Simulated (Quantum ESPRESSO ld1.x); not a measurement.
Q: Coherent X-ray form factor from a spherical all-electron density. Calculated with ld1.x of Quantum ESPRESSO 7.5: scalar-relativistic Kohn-Sham, LDA (Slater exchange, VWN5 correlation), spin-polarised, spherical densities, point nucleus.

| sin(theta)/lambda (1/angstrom) | f0 (electrons) |
|---|---|
| 0.05 | 71.542 |
| 0.1 | 70.213 |
| 0.15 | 68.138 |
| 0.2 | 65.495 |
| 0.25 | 62.482 |
| 0.3 | 59.290 |
| 0.4 | 52.952 |
| 0.5 | 47.228 |
| 0.6 | 42.312 |
| 0.8 | 34.472 |
| 1 | 28.430 |
| 1.25 | 22.766 |
| 1.5 | 18.919 |
| 2 | 14.700 |

The species is in the configuration that NIST lists as its ground one. Which atom or ion scatters so?

A: The gold ion Au7+, [Xe] 4f14 5d4. Extrapolating in s^2 from the first two rows gives f0(0) = 72.0, near the electron count 72; among species with that count, the fall with angle is slower the higher Z, and the table is that of Z = 79; from so few rows the species is fixed only to a neighbour or two.
